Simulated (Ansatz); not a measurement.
Z-matrix (Å, degrees):
```
Si
O 1 1.634
O 1 1.632 2 105.7
In 1 2.918 2 133.4 3 -177.0
O 1 1.692 2 112.8 3 -112.7
O 1 1.591 2 114.6 3 134.6
H 2 0.959 1 115.3 3 -156.9
H 3 0.958 1 116.4 2 30.6
H 4 1.707 1 108.7 2 177.6
H 4 1.707 1 113.7 2 10.1
H 5 0.959 1 118.8 2 86.8
```

Total charge 0; spin multiplicity 1. In takes the def2 core potential.

(1) List the ωB97M-V/def2-TZVPP orbital energies in eV (Ansatz 0.2.0). (An estimate is asked.)

## Answers

(1) Ansatz gave: Occupied: -1807.92, -526.82, -526.10, -526.09, -524.87, -148.76, -131.12, -102.93, -102.90, -102.86, -87.56, -87.33, -87.27, -31.84, -30.99, -30.61, -28.88, -24.05, -23.94, -23.85, -23.79, -23.70, -18.85, -17.76, -17.21, -15.27, -14.34, -13.62, -13.34, -13.11, -12.47, -12.13, -11.88, -11.32, -11.06, -10.23. Lowest empty: 0.46, 1.10, 2.00, 2.06, 2.67, 3.17, 3.41, 3.52.
